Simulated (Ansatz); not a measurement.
Ansatz (a quantum-chemistry and plane-wave program) input (CCSD(T)/aug-cc-pV(D+d)Z):
A basis named .json is the Basis Set Exchange file of that set.

Ansatz 0.2 input:
```yaml
crystal:
  periodic: [false, false, false]
  atoms:
    - {symbol: Si, position_ang: [0.33438201, 0.06043928, -0.10984334]}
    - {symbol: Cl, position_ang: [-0.36975642, -0.15122136, 1.79964164]}
    - {symbol: Cl, position_ang: [-1.15573289, -0.07629187, -1.47472062]}
    - {symbol: O, position_ang: [0.95267274, 1.57879298, 0.03893271]}
    - {symbol: O, position_ang: [1.42251132, -1.06368825, -0.53189218]}
    - {symbol: H, position_ang: [2.25049786, -1.09926305, -0.04217513]}
basis:
  gaussian:
    orbitals: aug-cc-pV_D+d_Z.json
magnetization: {spin_polarized: true, initial_magnetization: 1}
correlation: {method: ccsd_t, electrons: outside_noble_gas}
output: {forces: true}
```

End of the output:

```
mean field evaluation 2: about -36955.2523 eV, gradient 3.9e1 eV
mean field evaluation 4: about -36963.6897 eV, gradient 7.2e0 eV
mean field evaluation 8: about -36965.0055 eV, gradient 4.2e-1 eV
mean field evaluation 16: about -36965.0240 eV, gradient 1.4e-3 eV
mean field evaluation 32: about -36965.0137 eV, gradient 1.5e-1 eV
mean field evaluation 64: about -36965.0240 eV, gradient 3.6e-5 eV
mean field evaluation 96: about -36960.9464 eV, gradient 8.1e0 eV
mean field evaluation 128: about -36964.8384 eV, gradient 4.4e-1 eV
mean field evaluation 160: about -36964.8577 eV, gradient 1.3e0 eV
mean field -36965.02402957 eV, -1358.4395772933 hartree, gradient 2.6e-6 eV, S^2 0.757105; 6 other end points of the search recorded, 0 dependent functions left out
determinant -36965.02402957 eV, -1358.4395772933 hartree, with singles and doubles -36986.27476467 eV, -1359.2205274040 hartree
determinant -36964.80756669 eV, -1358.4316224295 hartree, with singles and doubles -36986.02526667 eV, -1359.2113585218 hartree
determinant -36965.02402957 eV, -1358.4395772933 hartree, with singles and doubles -36986.31339064 eV, -1359.2219468824 hartree
determinant -36964.80756669 eV, -1358.4316224295 hartree, with singles and doubles -36986.05911090 eV, -1359.2126022745 hartree
17 core orbitals not correlated
reference -36965.02402957 eV, -1358.4395772933 hartree; 16, 15 occupied and 118, 119 virtual orbitals, 1469 factors
densities: 5.00 GiB planned
second order -20.11334420 eV of doubles, -0.00000000 eV of singles
coupled cluster: 2.89 GiB planned
cycle   1  -21.28935993 eV  change    1.1e-6 eV  update   3.6e-6
cycle   2  -21.28935903 eV  change    9.0e-7 eV  update   2.6e-6
cycle   3  -21.28935697 eV  change    2.1e-6 eV  update   1.9e-6
cycle   4  -21.28935644 eV  change    5.3e-7 eV  update   8.2e-7
cycle   5  -21.28935623 eV  change    2.1e-7 eV  update   6.3e-7
cycle   6  -21.28935610 eV  change    1.3e-7 eV  update   5.6e-7
cycle   7  -21.28935603 eV  change    6.9e-8 eV  update   5.4e-7
coupled cluster: 3.89 GiB planned
cycle   1  -21.28935595 eV  update   5.1e-7
cycle   2  -21.28935598 eV  change   -2.9e-8 eV  update   4.8e-7
cycle   3  -21.28935603 eV  change   -5.5e-8 eV  update   4.7e-7
cycle   4  -21.28935625 eV  change   -2.1e-7 eV  update   4.2e-7
cycle   5  -21.28935626 eV  change   -1.5e-8 eV  update   3.0e-7
cycle   6  -21.28935618 eV  change    8.5e-8 eV  update   1.8e-7
cycle   7  -21.28935611 eV  change    6.8e-8 eV  update   9.4e-8
perturbative correction -0.65346398 eV, -0.0240143582 hartree
the calculation of the forces begins
densities: 6.76 GiB planned
Total energy: -36986.96684965 eV, -1359.2459610580 hartree
Atom 0 at     0.334382     0.060439    -0.109843 Å, force    -0.722400    -0.473869     0.222048 eV/Å
Atom 1 at    -0.369756    -0.151221     1.799642 Å, force    -0.093145    -0.035773     0.213414 eV/Å
Atom 2 at    -1.155733    -0.076292    -1.474721 Å, force    -0.178588    -0.023483    -0.203081 eV/Å
Atom 3 at     0.952673     1.578793     0.038933 Å, force     0.462076     1.100168     0.052516 eV/Å
Atom 4 at     1.422511    -1.063688    -0.531892 Å, force     0.412440    -0.591179    -0.398251 eV/Å
Atom 5 at     2.250498    -1.099263    -0.042175 Å, force     0.119617     0.024136     0.113354 eV/Å
Dipole moment:     0.270428    -0.193343     0.082360 e Å
```

It need not be the lowest isomer of its formula.
